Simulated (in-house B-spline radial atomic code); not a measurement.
Successive ionisation energies of fluorine; each step leads to the configuration of the next row (after the last: bare). NIST's values go from ground level to ground level; the uncertainty of those that are theory runs from under 0.1 % in few-electron ions to several per cent in heavy many-electron ones. Computed with a radial B-spline atomic code at the basis-set limit: non-relativistic Hartree-Fock, average of the configuration, point nuclei.

| ion | configuration | ionisation energy (eV) | tabulated value (eV) | tabulated kind | computed minus tabulated (eV) | highest orbital | largest mean radius (bohr) |
| --- | --- | --- | --- | --- | --- | --- | --- |
| F | [He] 2s2 2p5 | 17.1 | 17.42282 | measured | -0.3 | 2p | 1.0848 |
| F+ | [He] 2s2 2p4 | ? | ? | measured | ? | ? | ? |
| F2+ | [He] 2s2 2p3 | 59.3 | 62.70798 | semi-empirical | -3.4 | 2p | 0.91922 |
| F3+ | [He] 2s2 2p2 | ? | ? | semi-empirical | ? | ? | ? |
| F4+ | [He] 2s2 2p1 | 114.1 | 114.249 | semi-empirical | -0.2 | 2p | 0.8429 |
| F5+ | [He] 2s2 | 153.9 | 157.1631 | measured | -3.3 | 2s | 0.80846 |
| F6+ | [He] 2s1 | 184.9 | 185.1868 | measured | -0.3 | 2s | 0.77757 |
| F7+ | 1s2 | 952.0 | 953.8983 | tabulated theory | -1.9 | 1s | 0.17394 |
| F8+ | 1s1 | 1102.1 | 1103.118 | tabulated theory | -1.1 | 1s | 0.16667 |

**Question.** Fill in the row of F+.

**Answer.** ionisation energy (eV): 36.6; tabulated value (eV): 34.97081; computed minus tabulated (eV): 1.6; highest orbital: 2p; largest mean radius (bohr): 0.9736.

**Question.** Fill in the row of F3+.

**Answer.** ionisation energy (eV): 85.2; tabulated value (eV): 87.175; computed minus tabulated (eV): -2.0; highest orbital: 2p; largest mean radius (bohr): 0.87986.

**Question.** Where is the largest jump?

**Answer.** From F6+ to F7+, by a factor of 5.15 (184.86 to 952.02 eV); the highest orbital goes from 2s to 1s.

**Question.** How far is this level of theory from the measured and semi-empirical values?

**Answer.** Over those 7 rows the differences run from -3.4 to +1.59 eV (mean absolute value 1.6 eV). The calculation leaves out relativity, correlation and, in open shells, the multiplet splittings that an average leaves out.
